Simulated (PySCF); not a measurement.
Charge-transfer reorganisation: `S1(=O)(=O)C(F)=C(N)C=C1`, C4H4FNO2S

Cartesian coordinates in Å; atom numbers follow the order of the lines, from 1:
```xyz
13

N     2.2234    0.0899    0.0075
C     0.8442    0.0608   -0.0298
C     0.0482   -0.9886   -0.3749
F     0.4275   -2.2327   -0.6825
S    -1.7051   -0.5303   -0.3615
O    -2.4109   -1.2268    0.7355
O    -2.2706   -0.5360   -1.7277
C    -1.2878    1.1555    0.1294
C     0.0495    1.2848    0.2449
H     2.6516    0.7527    0.6597
H     2.6969   -0.8171   -0.0296
H    -2.0877    1.8970    0.2658
H     0.5550    2.2282    0.5119
```

Method: UKS PBE/def2-SV(P) four-point reorganisation energy, gas phase (PySCF). Geometry: PBE/def2-SV(P).

Question: What is the inner reorganisation energy for hole transfer, with the ionisation energy?

Answer: λ = 0.342 (surface of the oxidised species) + 0.250 (surface of the starting species) = 0.592 eV. The ionisation energy is 8.15 eV vertical and 7.81 eV adiabatic without zero-point energy; at the relaxed geometry of the oxidised species the two energies differ by 7.56 eV. Largest bond changes: C2–C3 1.361 → 1.420 Å, N1–C2 1.380 → 1.332 Å, C3–F4 1.337 → 1.297 Å, C3–S5 1.812 → 1.839 Å, C9–C2 1.485 → 1.465 Å. ⟨S²⟩ of the relaxed oxidised species 0.754.

Question: What is the inner reorganisation energy for electron transfer, with the electron affinity?

Answer: λ = 0.489 (surface of the reduced species) + 0.502 (surface of the starting species) = 0.991 eV. The electron affinity is -0.07 eV vertical and 0.42 eV adiabatic without zero-point energy; at the relaxed geometry of the reduced species the two energies differ by 0.92 eV. Largest bond changes: C8–C9 1.348 → 1.415 Å, C9–C2 1.485 → 1.424 Å, C3–F4 1.337 → 1.386 Å, C2–C3 1.361 → 1.407 Å, S5–C8 1.805 → 1.761 Å. ⟨S²⟩ of the relaxed reduced species 0.752.

The highest occupied orbital of the reduced species is unbound in this basis, so its energies are rough.
